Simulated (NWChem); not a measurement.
Molecule: C₅H₅N; SMILES N#CC1=CCC1

```xyz
11

N      0.0171    -2.7229     0.0000
C     -0.0313    -1.5632     0.0000
C     -0.0562    -0.1435     0.0000
C     -1.0450     0.7740     0.0000
C     -0.0978     1.9429     0.0000
C      1.0502     0.8911     0.0000
H     -2.1345     0.6925     0.0000
H     -0.1410     2.5875     0.8933
H     -0.1410     2.5875    -0.8933
H      1.6894     0.8928     0.8964
H      1.6894     0.8928    -0.8964
```
Atoms are numbered in this order, from 1.

All runs: NWChem. Coordinates come from a PBE0/def2-SVP optimisation.

**Question.** Predict the results for PBE/def2-SVP. Quantities: highest occupied level (eV); orbital gap (eV); dipole (D).

**Answer.** The highest occupied level (eV) is -6.62. The orbital gap (eV) is 4.38 and the dipole (D) is 4.17.
